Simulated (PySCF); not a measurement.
Species: C3H4I (doublet state).
Bonds: C1–C2 (double), C2–C3, C3–I4. Hydrogens: H5, H6 on C1; H7 on C2; H8 on C3.

The calculation used PBE0-D3(BJ)/def2-SVP geometry optimisation, gas phase, def2 core potentials past Kr in PySCF.

Q: List the bond lengths, angles and torsions at this level.

A: 
| bond | length (bohr) | order |
| --- | --- | --- |
| C1=C2 | 2.609 | double |
| C2–C3 | 2.624 | single |
| C3–I4 | 3.911 | single |
| C1–H5 | 2.063 | single |
| C1–H6 | 2.066 | single |
| C2–H7 | 2.071 | single |
| C3–H8 | 2.065 | single |

Orders are formal, as drawn. A selection of angles:
| angle | degrees |
| --- | --- |
| C2–C1–H5 | 120.8 |
| C2–C1–H6 | 121.4 |
| H5–C1–H6 | 117.8 |
| C1–C2–C3 | 123.7 |
| C1–C2–H7 | 118.4 |
| C3–C2–H7 | 117.9 |
| C2–C3–I4 | 123.1 |
| C2–C3–H8 | 122.5 |
| I4–C3–H8 | 114.3 |

Dihedral angles: C1–C2–C3–I4 180° (antiperiplanar).

The 4 heavy atoms lie in one plane (0.001 Å rms). C3 (carbon bonded to C, I and H) is planar (angles 123.1°, 122.5° and 114.3°, sum 360.0°, 0.00 Å off the plane of its three neighbours). C1 (carbon bonded to C and 2 H) is planar (angles 121.4°, 120.8° and 117.8°, sum 360.0°, 0.00 Å off the plane of its three neighbours). C2 (carbon bonded to 2 C and H) is planar (angles 123.7°, 118.4° and 117.9°, sum 360.0°, 0.00 Å off the plane of its three neighbours).

Point group: Cs (tolerance 0.08 Å). Not checked by PBE0-D3(BJ)/def2-SVP frequencies. ⟨S²⟩ = 0.789 (exact for a doublet: 0.75).

One conformer stands for the species.
